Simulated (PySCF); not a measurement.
Predicted microwave data (wB97X-D/def2-SVPD in PySCF (dipole) on a GFN2-xTB geometry, gas phase) for one isomer of C4H10OSSi:

* Rotational constants: A = 5341, B = 782.5, C = 734.7 MHz
* Dipole components: |μa| = 2.84 D, |μb| = 1.10 D, |μc| = 0.71 D
* Inertial defect: -52.66 u·Å²
* κ: -0.98

**Question.** Which structure is it? (One computed conformer of each.)
A. `[CH3:1][S:2][CH2:3][O:4][C@@H:5]1[CH2:6][SiH2:7]1` with C1–S2–C3–O4 -62°, S2–C3–O4–C5 -73°, C3–O4–C5–C6 -78°
B. `[CH3:1][O:2][CH2:3][SiH:4]1[CH2:5][S:6][CH2:7]1` with C1–O2–C3–Si4 179°, O2–C3–Si4–C5 78°, C3–Si4–C5–S6 125°, Si4–C5–S6–C7 -8°, C5–S6–C7–Si4 8°, C3–Si4–C7–S6 -124°

**Answer.** B. It is COC[SiH]1CSC1, a near-prolate asymmetric top, point group C1. The candidates at the same level (rigid rotor, commonest isotopes):

| SMILES | A (MHz) | B (MHz) | C (MHz) | μa (D) | μb (D) | μc (D) | Δ (u·Å²) | point group | rotor |
| --- | --- | --- | --- | --- | --- | --- | --- | --- | --- |
| COC[SiH]1CSC1 | 5341 | 782.5 | 734.7 | 2.84 | 1.10 | 0.71 | -52.66 | C1 | near-prolate asymmetric top |
| CSCO[C@@H]1C[SiH2]1 | 4457 | 806.8 | 761.8 | 1.02 | 0.41 | 0.44 | -76.40 | C1 | near-prolate asymmetric top |

`CSCO[C@@H]1C[SiH2]1` has A 17 % too low. No structure here is proved a minimum.
